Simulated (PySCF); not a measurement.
SMILES Cl[Si](Cl)(Cl)[SiH2][GeH3] (PBE0/def2-SVP optimised geometry):

```
11

Si     1.049     0.259     0.000
Cl     1.741    -1.682    -0.038
Cl     1.741     1.214    -1.690
Cl     1.849     1.199     1.647
Si    -1.282     0.259     0.000
Ge    -2.051    -0.901    -1.939
H     -1.739     1.682     0.000
H     -1.741    -0.414     1.253
H     -3.589    -0.883    -1.978
H     -1.503    -0.213    -3.200
H     -1.560    -2.357    -1.897
```

Calculation: PBE0/def2-TZVP (PySCF).

Q: What are the frontier orbital energies and the dipole moment?

A: HOMO-2 -9.23 eV, HOMO-1 -8.93 eV, HOMO -8.29 eV, LUMO -0.88 eV, LUMO+1 -0.56 eV; dipole moment 1.82 D.

On the same geometry PBE/def2-TZVP (PySCF) gives HOMO-2 -7.81 eV, HOMO-1 -7.72 eV, HOMO -7.17 eV, LUMO -1.69 eV, LUMO+1 -1.40 eV; dipole moment 1.70 D.

Meta-Löwdin charges at PBE0/def2-TZVP: Si1 0.77, Cl2 -0.27, Cl3 -0.27, Cl4 -0.26, Si5 0.12, Ge6 0.12, H7 -0.05, H8 -0.05, H9 -0.03, H10 -0.03, H11 -0.03.
